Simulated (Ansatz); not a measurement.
Geometry optimisation of Mg2Al2.

```yaml
crystal:
  periodic: [false, false, false]
  atoms:
    - {symbol: Al, position_ang: [0.946332, -0.075844, -1.327569]}
    - {symbol: Al, position_ang: [0.955729, 0.227651, 1.302342]}
    - {symbol: Mg, position_ang: [-0.829036, -1.579735, 0.185615]}
    - {symbol: Mg, position_ang: [-1.073025, 1.427939, -0.160378]}
basis:
  gaussian: {orbitals: def2-TZVP}
magnetization: {spin_polarized: true, initial_magnetization: 4}
hamiltonian: {xc: pbe0, dispersion: d4}
scf: {lower_state_search: "off"}
output: {orbitals: {seedname: orbitals}}
relax: {f_tol: 0.02, max_steps: 100}
```

```sh
$ ansatz run in.yaml --threads 2 --pin off --events-out ev --progress --plain --max-ram 4352MiB
```

Output, abridged:

```
Functional definition: PBE0
mean field -24067.72509604 eV, -884.4725835895 hartree, gradient 2.1e-6 eV, S^2 6.020787; 0 other end points of the search recorded, 0 dependent functions left out
relax step   1: F+E_penalty+E_count = -24067.81722832 eV  Δ(F+E_penalty+E_count) = +0.000e0 eV  max|allowed force component| = 9.257e-1 eV/Å  Δτ_max = 0.0000 Å  (76 SCF iters, accepted)
mean field -24067.85608145 eV, -884.4773972144 hartree, gradient 2.3e-6 eV, S^2 6.021829; 0 other end points of the search recorded, 0 dependent functions left out
relax step   2: F+E_penalty+E_count = -24067.95309750 eV  Δ(F+E_penalty+E_count) = -1.359e-1 eV  max|allowed force component| = 2.494e-1 eV/Å  Δτ_max = 0.1025 Å  (35 SCF iters, accepted)
mean field -24067.93942786 eV, -884.4804601386 hartree, gradient 6.0e-6 eV, S^2 6.030152; 0 other end points of the search recorded, 0 dependent functions left out
relax step   3: F+E_penalty+E_count = -24068.05966267 eV  Δ(F+E_penalty+E_count) = -1.066e-1 eV  max|allowed force component| = 3.630e-1 eV/Å  Δτ_max = 0.1092 Å  (41 SCF iters, accepted)
mean field -24068.02658786 eV, -884.4836632095 hartree, gradient 1.9e-6 eV, S^2 6.031803; 0 other end points of the search recorded, 0 dependent functions left out
relax step   4: F+E_penalty+E_count = -24068.15286683 eV  Δ(F+E_penalty+E_count) = -9.320e-2 eV  max|allowed force component| = 2.865e-1 eV/Å  Δτ_max = 0.1951 Å  (43 SCF iters, accepted)
mean field -24068.05127660 eV, -884.4845705039 hartree, gradient 2.5e-6 eV, S^2 6.033587; 0 other end points of the search recorded, 0 dependent functions left out
relax step   5: F+E_penalty+E_count = -24068.17576540 eV  Δ(F+E_penalty+E_count) = -2.290e-2 eV  max|allowed force component| = 2.116e-1 eV/Å  Δτ_max = 0.0357 Å  (38 SCF iters, accepted)
mean field -24068.12315510 eV, -884.4872119903 hartree, gradient 3.7e-6 eV, S^2 6.029247; 0 other end points of the search recorded, 0 dependent functions left out
relax step   6: F+E_penalty+E_count = -24068.23979470 eV  Δ(F+E_penalty+E_count) = -6.403e-2 eV  max|allowed force component| = 7.767e-1 eV/Å  Δτ_max = 0.1332 Å  (89 SCF iters, accepted)
mean field -24068.27206555 eV, -884.4926843482 hartree, gradient 2.9e-6 eV, S^2 6.033955; 0 other end points of the search recorded, 0 dependent functions left out
relax step   7: F+E_penalty+E_count = -24068.42383708 eV  Δ(F+E_penalty+E_count) = -1.840e-1 eV  max|allowed force component| = 5.353e-1 eV/Å  Δτ_max = 0.1983 Å  (30 SCF iters, accepted)
mean field -24068.25793903 eV, -884.4921652080 hartree, gradient 2.6e-6 eV, S^2 6.035421; 0 other end points of the search recorded, 0 dependent functions left out
relax step   8: F+E_penalty+E_count = -24068.42807458 eV  Δ(F+E_penalty+E_count) = -4.237e-3 eV  max|allowed force component| = 2.873e-1 eV/Å  Δτ_max = 0.1231 Å  (25 SCF iters, accepted)
mean field -24068.28960066 eV, -884.4933287517 hartree, gradient 1.7e-6 eV, S^2 6.034807; 0 other end points of the search recorded, 0 dependent functions left out
relax step   9: F+E_penalty+E_count = -24068.45222287 eV  Δ(F+E_penalty+E_count) = -2.415e-2 eV  max|allowed force component| = 6.236e-2 eV/Å  Δτ_max = 0.0640 Å  (25 SCF iters, accepted)
mean field -24068.29172038 eV, -884.4934066499 hartree, gradient 2.0e-6 eV, S^2 6.034973; 0 other end points of the search recorded, 0 dependent functions left out
relax step  10: F+E_penalty+E_count = -24068.45363894 eV  Δ(F+E_penalty+E_count) = -1.416e-3 eV  max|allowed force component| = 6.286e-2 eV/Å  Δτ_max = 0.0196 Å  (29 SCF iters, accepted)
mean field -24068.29680505 eV, -884.4935935080 hartree, gradient 2.3e-6 eV, S^2 6.034782; 0 other end points of the search recorded, 0 dependent functions left out
relax step  11: F+E_penalty+E_count = -24068.45518661 eV  Δ(F+E_penalty+E_count) = -1.548e-3 eV  max|allowed force component| = 3.666e-2 eV/Å  Δτ_max = 0.0281 Å  (28 SCF iters, accepted)
mean field -24068.31426453 eV, -884.4942351320 hartree, gradient 8.0e-6 eV, S^2 6.035496; 0 other end points of the search recorded, 0 dependent functions left out
relax step  12: F+E_penalty+E_count = -24068.46915196 eV  Δ(F+E_penalty+E_count) = -1.397e-2 eV  max|allowed force component| = 9.354e-2 eV/Å  Δτ_max = 0.0855 Å  (26 SCF iters, accepted)
mean field -24068.36491076 eV, -884.4960963468 hartree, gradient 2.8e-6 eV, S^2 6.035164; 0 other end points of the search recorded, 0 dependent functions left out
relax step  13: F+E_penalty+E_count = -24068.52293038 eV  Δ(F+E_penalty+E_count) = -5.378e-2 eV  max|allowed force component| = 1.618e-1 eV/Å  Δτ_max = 0.1252 Å  (30 SCF iters, accepted)
mean field -24068.51335846 eV, -884.5015516989 hartree, gradient 4.0e-6 eV, S^2 6.030696; 0 other end points of the search recorded, 0 dependent functions left out
relax step  14: F+E_penalty+E_count = -24068.64930994 eV  Δ(F+E_penalty+E_count) = -1.264e-1 eV  max|allowed force component| = 2.034e-1 eV/Å  Δτ_max = 0.1996 Å  (28 SCF iters, accepted)
mean field -24068.68205841 eV, -884.5077513080 hartree, gradient 2.5e-6 eV, S^2 6.024587; 0 other end points of the search recorded, 0 dependent functions left out
relax step  15: F+E_penalty+E_count = -24068.80621026 eV  Δ(F+E_penalty+E_count) = -1.569e-1 eV  max|allowed force component| = 3.893e-1 eV/Å  Δτ_max = 0.1952 Å  (29 SCF iters, accepted)
mean field -24068.84674984 eV, -884.5138036064 hartree, gradient 2.3e-6 eV, S^2 6.019765; 0 other end points of the search recorded, 0 dependent functions left out
relax step  16: F+E_penalty+E_count = -24068.96732297 eV  Δ(F+E_penalty+E_count) = -1.611e-1 eV  max|allowed force component| = 2.426e-1 eV/Å  Δτ_max = 0.1945 Å  (26 SCF iters, accepted)
mean field -24068.94810339 eV, -884.5175282807 hartree, gradient 1.3e-6 eV, S^2 6.017606; 0 other end points of the search recorded, 0 dependent functions left out
relax step  17: F+E_penalty+E_count = -24069.06788317 eV  Δ(F+E_penalty+E_count) = -1.006e-1 eV  max|allowed force component| = 1.241e-1 eV/Å  Δτ_max = 0.2000 Å  (27 SCF iters, accepted)
mean field -24068.98226817 eV, -884.5187838131 hartree, gradient 6.0e-6 eV, S^2 6.017174; 0 other end points of the search recorded, 0 dependent functions left out
relax step  18: F+E_penalty+E_count = -24069.10171376 eV  Δ(F+E_penalty+E_count) = -3.383e-2 eV  max|allowed force component| = 4.047e-2 eV/Å  Δτ_max = 0.2000 Å  (21 SCF iters, accepted)
mean field -24068.98270861 eV, -884.5187999990 hartree, gradient 1.4e-6 eV, S^2 6.017211; 0 other end points of the search recorded, 0 dependent functions left out
relax step  19: F+E_penalty+E_count = -24069.10216077 eV  Δ(F+E_penalty+E_count) = -4.470e-4 eV  max|allowed force component| = 1.407e-2 eV/Å  Δτ_max = 0.0116 Å  (24 SCF iters, accepted)
Total energy: -24069.10218947 eV, -884.5231908398 hartree
Atom 0 at     1.469545    -0.996681    -0.638163 Å, force    -0.003280     0.014073     0.009078 eV/Å
Atom 1 at     1.305139     1.152566     0.699685 Å, force     0.001501    -0.009801    -0.006402 eV/Å
Atom 2 at    -1.293016    -1.302868    -0.792243 Å, force    -0.002011    -0.011962    -0.007655 eV/Å
Atom 3 at    -1.481667     1.146994     0.730731 Å, force     0.003789     0.007689     0.004979 eV/Å
Dipole moment:    -0.447293    -0.021581    -0.007716 e Å
Checks for a lower state left out: stability, starts, cluster_reference, orbital_swaps, neighbouring_geometries, increment
```

Hardware: 2 threads of Intel Xeon Platinum 8488C on a shared host. Wall time 1.7 min.

At PBE0-D4/def2-TZVP a singlet of charge 0 lies 0.81 eV below the quintet, each at its own geometry. The structure comes from a short search, and lower isomers may exist.
